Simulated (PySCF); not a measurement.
C6H8O2, SMILES COCc1ccco1 at its GFN2-xTB optimised geometry (Å):

```
16

C     -1.4597    -1.9463     2.3649
O     -1.2121    -2.5628     1.1248
C     -1.3716    -1.6961     0.0228
C     -0.3783    -0.5755     0.0000
C      0.9861    -0.5755     0.0000
C      1.3817     0.7844     0.0000
C      0.2306     1.5074    -0.0008
O     -0.8398     0.6945     0.0047
H     -0.7465    -1.1380     2.5628
H     -1.3468    -2.7207     3.1205
H     -2.4774    -1.5382     2.4070
H     -1.2471    -2.3345    -0.8569
H     -2.3826    -1.2610     0.0151
H      1.6219    -1.4366     0.0032
H      2.3826     1.1643    -0.0009
H      0.0436     2.5628    -0.0056
```

Calculation: PBE/def2-TZVP (PySCF). Cells within 0.4 Å of a nucleus heavier than hydrogen are left out (blank, or x).

Map of the HOMO amplitude (bohr^(-3/2)) on the plane z = 1.5 Å; orbital energy -5.48 eV, overall sign arbitrary:

```
|5555555555555555555555555|
|5555555555555555555555555|
|5555555555555555555555555|
|5555555555555555555555555|
|5555555555555555555555555|
|5555555555556655555555555|
|5555555555566666555555555|
|5555555555667776655555555|
|5555555555677877665555555|
|5555555555667777665555555|
|5555555555556676665555555|
|5555555544444555555555555|
|5555555444333344555555555|
|5555555443222233445555555|
|5555555543222223444555555|
|5555555544333333444555555|
|5555555555554444444555555|
|5555554447875444445555555|
|555554420x976554455555555|
|5555443200665555555555555|
|5555444323455555555555555|
|5555544444455555555555555|
|5555544444455555555555555|
|5555555444555555555555555|
|5555555555555555555555555|
```
Scale: ten equal steps from -0.070 (start of '0') to 0.066 (end of '9'), in the order '0123456789'; x runs from -5.00 to 5.00, y from -5.00 (bottom) to 5.00 (top).
